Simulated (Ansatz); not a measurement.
Frontier orbitals of C$_{3}$H$_{3}$ClFGaO$_{2}$, SMILES `[F][Ga-]1([Cl])[O]C=CC=[O+]1`.

```xyz
11

F    -0.7355    1.5541   -2.4388
Ga    0.2377    0.2979   -1.7145
Cl    1.6288   -0.7882   -2.8984
O     1.0707    1.0375   -0.1714
C     0.7454    0.7117    1.0098
C    -0.2187   -0.2135    1.3882
C    -0.9875   -0.9343    0.4836
O    -0.9390   -0.8714   -0.7817
H     1.3000    1.2293    1.7985
H    -0.3796   -0.3816    2.4437
H    -1.7222   -1.6414    0.8808
```

The species carries charge 0 and has multiplicity 1. Correlated methods include outer-core shells of Ga, which these sets cover unevenly. Scalar relativity is left out up to krypton. The structure was optimised at the PBE0-D4/def2-TZVP level. Basis def2-TZVPP, the Gaussian-basis code of Ansatz.

A caution on the coupled-cluster cation, which keeps the state that its UHF reference found: spin contamination of the cation.

```csv
functional,HOMO (eV),LUMO (eV),gap (eV)
PBE,-7.13,-3.70,3.43
r2SCAN,-7.38,-3.60,3.78
PBE0,-8.26,-2.83,5.43
HSE06 (plane-wave form),-7.86,-3.21,4.65
LC-ωPBE,-10.78,-0.62,10.16
ωB97M-V,-10.36,-0.68,9.68
```

What is the vertical ionisation energy at frozen-core CCSD(T)/def2-TZVPP? (An estimate is asked.)

Ansatz gave: 10.22 eV (T1 of the cation 0.023).

Against PBE, PBE0 changes HOMO and LUMO by −1.13 and +0.88 eV, ωB97M-V by −3.23 and +3.03 eV. A gap of 3.42 eV thus becomes 9.68 eV for the same molecule, so an orbital gap means little without its functional. −ε(HOMO) differs from that ionisation energy by −3.10 eV with PBE and +0.13 eV with ωB97M-V.

LC-ωPBE has ω = 0.4 bohr⁻¹.
